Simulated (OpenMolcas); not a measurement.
OpenMolcas run: Sn3+

Input:

```
&GATEWAY
Coord
1

Sn 0.0 0.0 0.0
Basis=ANO-RCC-VDZP
Group=XYZ
NoMove
AngMom=0.0 0.0 0.0
AMFI
&SEWARD
* reference wave functions (RASSCF and RASSI steps not shown): 1 electron in 4 orbitals (5s 5p)
>>> COPY JOB001 $Project.JobIph
&CASPT2
Multistate=1 1
Frozen=9 9
IPEA=0.25
Imaginary=0.1
MaxIter=60
WThr=0.0 0.3 0.05
PrWF=0.5
NoMix
>>> COPY JOB002 $Project.JobIph
&CASPT2
Multistate=3 1 2 3
Frozen=9 9
IPEA=0.25
Imaginary=0.1
MaxIter=60
WThr=0.0 0.3 0.05
PrWF=0.5
NoMix
```

Output, cut to the results:

```
--- CASPT2 ---
Orbital specifications:
      -----------------------

      Symmetry species                           1   2
                                                ag  au
      Frozen orbitals                            9   9
      Inactive orbitals                          5   0
      Active orbitals                            1   3
      Secondary orbitals                         6  10
      Deleted orbitals                           0   0
      Number of basis functions                 21  22
Type of calculation                        SS-CASPT2
      Fock operator                              state-specific
      IPEA shift                                 0.25
      Real shift                                 0.00
      Imaginary shift                            0.10
      The input orbitals will be transformed to quasi-canonical
Reference energy:       -6170.6381372243
      E2 (Non-variational):      -0.2852923932
      Shift correction:          -0.0000843743
      E2 (Variational):          -0.2853767674
      Total energy:           -6170.9235139917
      Residual norm:              0.0000002687
      Reference weight:           0.95465
      Contributions to the CASPT2 correlation energy
      Active & Virtual Only:         -0.0000000000
      One Inactive Excited:          -0.0361054982
      Two Inactive Excited:          -0.2491868949
::    CASPT2 Root  1     Total energy:  -6170.92351399
--- CASPT2 ---
Orbital specifications:
      -----------------------

      Symmetry species                           1   2
                                                ag  au
      Frozen orbitals                            9   9
      Inactive orbitals                          5   0
      Active orbitals                            1   3
      Secondary orbitals                         6  10
      Deleted orbitals                           0   0
      Number of basis functions                 21  22
Type of calculation                        MS-CASPT2
      Fock operator                              state-specific
      IPEA shift                                 0.25
      Real shift                                 0.00
      Imaginary shift                            0.10
      The input orbitals will be transformed to quasi-canonical
Reference energy:       -6170.3132049839
      E2 (Non-variational):      -0.2754065786
      Shift correction:          -0.0000826010
      E2 (Variational):          -0.2754891796
      Total energy:           -6170.5886941635
      Residual norm:              0.0000000708
      Reference weight:           0.95647
      Contributions to the CASPT2 correlation energy
      Active & Virtual Only:          0.0000000000
      One Inactive Excited:          -0.0270234716
      Two Inactive Excited:          -0.2483831070
Reference energy:       -6170.3132049832
      E2 (Non-variational):      -0.2754065786
      Shift correction:          -0.0000826010
      E2 (Variational):          -0.2754891796
      Total energy:           -6170.5886941628
      Residual norm:              0.0000000708
      Reference weight:           0.95647
      Contributions to the CASPT2 correlation energy
      Active & Virtual Only:          0.0000000000
      One Inactive Excited:          -0.0270234716
      Two Inactive Excited:          -0.2483831070
::    CASPT2 Root  1     Total energy:  -6170.58869416
::    CASPT2 Root  2     Total energy:  -6170.58869416
::    CASPT2 Root  3     Total energy:  -6170.58869416
::    MS-CASPT2 Root  1     Total energy:  -6170.58869416
::    MS-CASPT2 Root  2     Total energy:  -6170.58869416
::    MS-CASPT2 Root  3     Total energy:  -6170.58869416
```

Levels above the lowest, from the spin-orbit matrix with the single-state CASPT2 energies, averaged by term, on its diagonal:

```json
{"Configuration": "5s", "Term": "2S", "J": "1/2", "E (cm-1)": "0.0", "Measured (cm-1)": "0.0", "g": "2.002", "Term weight %": "100"}
{"Configuration": "5p", "Term": "2P*", "J": "1/2", "E (cm-1)": "69326", "Measured (cm-1)": "69564", "g": "0.666", "Term weight %": "100"}
{"Configuration": "5p", "Term": "2P*", "J": "3/2", "E (cm-1)": "75563", "Measured (cm-1)": "76072", "g": "1.334", "Term weight %": "100"}
```

Against the 2 measured excited levels shown (Moore, Atomic Energy Levels, vol. III, NSRDS-NBS 35 (1971 reprint of NBS Circular 467, 1958)) the mean absolute deviation is 370 cm-1; the largest miss in energy is 5p 2P* 3/2: computed 75563, measured 76072 cm-1 (-0.7 %).

With one active electron, CASPT2 adds the correlation within the correlated inactive shells and between them and that electron, and leaves the splitting within a term as the reference gives it. The basis is small and was not contracted for so high a charge. Measured partners are found by configuration, term and J. A level has none where our copy of the source lacks it or the pairing is in doubt (some pairs that miss far off the trend of their configuration count as doubtful), and it then counts in no deviation. Only configurations of the active space appear.

The term weight is that of the spin-free term in the level, not the purity of its configuration. * marks odd parity.
